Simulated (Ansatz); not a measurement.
Consider the cleavage of the Si–Al bond: `C[SiH](O)[AlH][OH]` + HI → `C[SiH](O)I` + `[OH][AlH2]`.

Isolated molecules relaxed with PBE0-D4/def2-TZVP in Ansatz; ΔE leaves out vibrations. CBS: MP2 limit from def2 TZ/QZ plus the TZ coupled-cluster correction, frozen cores. This one scheme is used for every species. def2 core potentials past Kr. For I outer-core shells are correlated without core-valence functions, which leaves a few kJ/mol of doubt a bond. One conformer a species, not always the lowest.

```
             level  ΔE (kJ/mol)
CCSD(T)/def2-TZVPP       -108.9
    CCSD/CBS(def2)       -117.5
```

Q: What does CCSD(T)/CBS give? (Best estimate.)

A: Computed: -117.1 kJ/mol. The listed levels differ from it by 8.2, -0.4 kJ/mol.

Largest T1 diagnostic among the species: 0.012.

The D4 term adds −3.2 kJ/mol with B3LYP and −1.3 kJ/mol with PBE0; it sums over pairs of atoms, weighted by their polarisabilities, and B3LYP, whose exchange is more repulsive, gets the larger term. From PBE to PBE0 (25 % exact exchange), in def2-TZVPP and without D4, ΔE moves by −7.2 kJ/mol.

CCSD(T)/CBS has its own doubt, a few kJ/mol and more with outer-core shells, so smaller differences from it don't rank the levels.

B3LYP here is the variant with VWN-RPA as its local correlation; programs differ in this.
